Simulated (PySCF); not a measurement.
## Atomic charges against the basis set

Species: C3H9PSi.
Z-matrix (Å and degrees, PBE0-D3(BJ)/def2-SVP geometry), rows numbered from 1:
```
P 
Si  1  2.2682
C   2  1.8650  1  108.64
C   3  1.5094  2  120.88  1   153.47
C   4  1.4922  3   60.44  2  -108.69
H   1  1.4294  2   93.31  3   -72.91
H   1  1.4292  2   94.22  3  -166.79
H   2  1.4962  1  107.25  3  -120.85
H   2  1.4989  1  112.80  3   119.88
H   3  1.0961  2  114.92  1   -60.45
H   4  1.0943  3  118.43  5   108.02
H   4  1.0937  3  117.63  5  -108.80
H   5  1.0950  3  118.41  4  -107.89
H   5  1.0934  3  117.68  4   108.76
```

PBE0 throughout (PySCF), one geometry, spherical d and f functions. Geometry: PBE0-D3(BJ)/def2-SVP, one conformer, isolated molecule. Atoms taken as equivalent share a column and are averaged. The first 7 of 9 kinds of atom are listed.

Mulliken charges (e):

```
        basis  functions      P1     Si2      C3   C4/C5   H6/H7   H8/H9     H10
       STO-3G         42  +0.138  +0.465  -0.254  -0.176  -0.083  -0.120  +0.078
        6-31G         71  -0.140  +0.543  -0.485  -0.339  -0.002  -0.094  +0.210
     pcSseg-0         71  -0.362  +0.631  -0.868  -0.431  +0.097  -0.024  +0.289
       6-31G*         96  -0.217  +0.386  -0.363  -0.366  +0.041  -0.061  +0.203
      cc-pVDZ        123  -0.143  +0.239  -0.241  -0.056  +0.036  -0.042  +0.048
     def2-SVP        123  -0.133  +0.376  -0.373  -0.072  +0.018  -0.062  +0.085
  aug-cc-pVDZ        204  -1.018  -0.520  +0.501  +0.972  +0.422  +0.348  -0.561
6-311+G(2d,p)        205  -0.292  +0.363  -0.017  -0.346  +0.075  -0.056  +0.111
    def2-TZVP        221  -0.258  +0.174  -0.193  -0.239  +0.086  -0.021  +0.124
     IGLO-III        283  -0.070  +0.629  -0.217  -0.240  -0.044  -0.166  +0.105
      cc-pVTZ        284  -0.164  +0.193  -0.174  -0.215  +0.040  -0.031  +0.111
     pcSseg-2        320  -0.050  +0.440  -0.311  -0.110  -0.013  -0.109  +0.085
```

IAO charges (e):

| basis | functions | P1 | Si2 | C3 | C4/C5 | H6/H7 | H8/H9 | H10 |
| --- | --- | --- | --- | --- | --- | --- | --- | --- |
| STO-3G | 42 | +0.040 | +0.565 | -0.391 | -0.269 | -0.053 | -0.118 | +0.133 |
| 6-31G | 71 | -0.138 | +0.463 | -0.391 | -0.286 | +0.015 | -0.080 | +0.162 |
| pcSseg-0 | 71 | -0.155 | +0.452 | -0.411 | -0.281 | +0.026 | -0.073 | +0.166 |
| 6-31G* | 96 | -0.109 | +0.573 | -0.413 | -0.272 | -0.006 | -0.115 | +0.153 |
| cc-pVDZ | 123 | -0.117 | +0.570 | -0.412 | -0.276 | 0.000 | -0.114 | +0.154 |
| def2-SVP | 123 | -0.110 | +0.582 | -0.412 | -0.266 | -0.003 | -0.119 | +0.151 |
| aug-cc-pVDZ | 204 | -0.128 | +0.575 | -0.417 | -0.285 | +0.004 | -0.113 | +0.157 |
| 6-311+G(2d,p) | 205 | -0.115 | +0.599 | -0.427 | -0.285 | -0.003 | -0.121 | +0.158 |
| def2-TZVP | 221 | -0.115 | +0.609 | -0.430 | -0.284 | -0.004 | -0.124 | +0.158 |
| IGLO-III | 283 | -0.112 | +0.605 | -0.429 | -0.286 | -0.004 | -0.123 | +0.158 |
| cc-pVTZ | 284 | -0.121 | +0.597 | -0.427 | -0.285 | 0.000 | -0.120 | +0.158 |
| pcSseg-2 | 320 | -0.116 | +0.605 | -0.430 | -0.285 | -0.003 | -0.123 | +0.158 |

Some averages cover members that differ in this geometry, most widely: C4/C5, Mulliken in aug-cc-pVDZ +0.919 to +1.024; H8/H9, Mulliken in aug-cc-pVDZ +0.312 to +0.383; C4/C5, Mulliken in 6-311+G(2d,p) -0.378 to -0.314; H6/H7, Mulliken in aug-cc-pVDZ +0.398 to +0.445 e.

Task: Which scheme is steadiest as the basis changes?

Result: Largest range over the bases for any column: IAO 0.19 e, Mulliken 1.40 e. IAO charges move least and Mulliken charges most, counted in e. Without the minimal STO-3G basis the ranges are IAO 0.16, Mulliken 1.40 e.

Task: How much do the charges still move between the two largest bases, cc-pVTZ and pcSseg-2?

Result: At most, over all atoms: Mulliken 0.246 e, IAO 0.008 e.

Task: What do the same runs give for the total energy, the frontier levels and the dipole moment?

Result: 
| basis | energy (Eh) | HOMO (eV) | LUMO (eV) | μ (D) |
| --- | --- | --- | --- | --- |
| STO-3G | -741.5560 | -4.38 | 5.85 | 0.56 |
| 6-31G | -750.0152 | -7.17 | 0.75 | 1.69 |
| pcSseg-0 | -749.1157 | -7.35 | 0.66 | 1.81 |
| 6-31G* | -750.1100 | -7.24 | 0.76 | 1.40 |
| cc-pVDZ | -750.1564 | -7.27 | 0.82 | 1.18 |
| def2-SVP | -749.8728 | -7.31 | 0.84 | 1.22 |
| aug-cc-pVDZ | -750.1663 | -7.35 | -0.16 | 1.17 |
| 6-311+G(2d,p) | -750.2045 | -7.37 | 0.02 | 1.17 |
| def2-TZVP | -750.2161 | -7.35 | 0.45 | 1.15 |
| IGLO-III | -750.2182 | -7.33 | 0.44 | 1.08 |
| cc-pVTZ | -750.2200 | -7.34 | 0.52 | 1.16 |
| pcSseg-2 | -750.2301 | -7.37 | 0.26 | 1.19 |

The dipole is fixed by the density alone, so its range of 1.25 D shows that the density itself changes with the basis, not only its division among atoms.
